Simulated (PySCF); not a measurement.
**Computed vibrations of LaSF**

LaSF (singlet). PySCF 2.14.0, RKS PBE0, La lcecp-1-SVP with ECP46, S def2-SVP, F def2-SVP; non-relativistic Hamiltonian with scalar-relativistic core potentials where named; density fitting; no spin-orbit coupling. Central differences of gradients.

```xyz
3

La   -0.1699    0.0000   -0.3532
S     1.8483    0.0000    0.9976
F    -1.8682    0.0000    0.9038
```

Run from Python with OMP_NUM_THREADS=2. Where DIIS fails, smearing, a level shift and second-order steps follow.
It took 15 s on 2 threads of Arm Neoverse V2 (shared host).

Question: What are the harmonic wavenumbers and infrared intensities?

Answer: Modes are labelled in Cs; negative numbers are unstable modes, those under 60 cm⁻¹ near the noise; a finer grid moves soft modes by up to 10 cm⁻¹.
| cm⁻¹ | km/mol | symmetry |
| --- | --- | --- |
| 124 | 7.8 | a' |
| 441 | 84.0 | a' |
| 541 | 122.6 | a' |

Question: Is this a minimum?

Answer: Yes. Ideal gas at 298.15 K and 1 bar: S = 302.6 J/(mol K), Cp = 52.0 J/(mol K), H − H(0 K) = 13.0 kJ/mol (rigid rotor, harmonic modes, spin degeneracy alone).
